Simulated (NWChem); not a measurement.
Molecule: BaH$_{4}$O$_{2}$F$_{2}$; SMILES [OH2]->[Ba](<-[OH2])([F])[F]

Program: NWChem. Geometry: optimised at PBE0/def2-SVP. Not confirmed as a minimum by frequencies. def2 effective core potentials on Ba; no spin-orbit coupling. Total energies compare along this basis series because the functional is fixed.

```csv
level,basis functions,energy (Ha),highest occupied level (eV),orbital gap (eV),dipole (D)
Hartree-Fock/def2-SVP,99,-375.9140,___,12.95,___
Hartree-Fock/def2-SVPD,150,-375.9529,-13.35,13.05,8.48
Hartree-Fock/def2-TZVP,188,-376.3774,-13.30,13.01,8.59
Hartree-Fock/def2-TZVPP,220,-376.3839,-13.26,12.99,8.57
```

Problem. Some entries are withheld; supply them.

Solution. 
- Hartree-Fock/def2-SVP, highest occupied level (eV): -13.13
- Hartree-Fock/def2-SVP, dipole (D): 8.38
